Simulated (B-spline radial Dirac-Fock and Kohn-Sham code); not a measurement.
**Form factor and incoherent scattering function of Au⁶⁺**

System: the Au⁶⁺ ion, configuration [Xe] 4f14 5d5.

The run's input, task.json:

```json
{"items": [{
  "Z": 79,
  "q": 6,
  "cfg": [[1, 0, 2], [2, 0, 2], [2, 1, 6], [3, 0, 2], [3, 1, 6], [3, 2, 10], [4, 0, 2], [4, 1, 6], [4, 2, 10], [4, 3, 14], [5, 0, 2], [5, 1, 6], [5, 2, 5]],
  "A": 197,
  "rrms": 5.4371,
  "do": ["scatter"],
  "s": [0.0, 0.07, 0.09, 0.1, 0.13, 0.15, 0.18, 0.22, 0.26, 0.31, 0.37, 0.45, 0.54, 0.64, 0.77, 0.92, 1.11, 1.33, 1.59, 1.91, 2.29, 2.75, 3.29],
  "pz": [0, 0.1, 0.2, 0.3, 0.4, 0.5, 0.6, 0.8, 1.0, 1.2, 1.4, 1.6, 1.8, 2.0, 2.5, 3.0, 4.0, 5.0, 7.0, 10.0, 15.0, 20.0, 30.0, 40.0, 60.0, 100.0],
  "hv_scatter": [5000, 8047.8, 10000, 20000, 30000, 50000, 100000, 500000]
}]}
```

Command: `python xray_run.py task.json out`

Level of theory: relativistic Hartree-Fock (Dirac-Fock) wave functions, averaged over the configuration; a radial atomic solver. f₀ is the Fourier transform of the spherical electron density, S the Waller-Hartree incoherent function, and s = sin θ/λ.

```tsv
s (Å⁻¹)	f₀	S
0	73.000	0.000
0.07	72.022	0.922
0.09	71.403	1.486
0.1	71.042	1.808
0.13	69.772	2.901
0.15	68.787	3.712
0.18	67.139	5.003
0.22	64.700	6.789
0.26	62.092	8.574
0.31	58.749	10.751
0.37	54.812	13.268
0.45	49.945	16.480
0.54	45.139	19.886
0.64	40.574	23.322
0.77	35.573	27.160
0.92	30.736	30.873
1.11	25.736	34.921
1.33	21.379	39.053
1.59	17.929	43.370
1.91	15.324	47.937
2.29	13.206	52.230
2.75	10.960	55.986
3.29	8.625	59.102
```

f₀ starts at the number of electrons, 73, and has fallen to half at s ≈ 0.75 Å⁻¹. The sum of ⟨r²⟩ over the electrons is 27.58 bohr².

Values without a named source are computed, but for edge energies of neutral atoms, which are taken from tables.
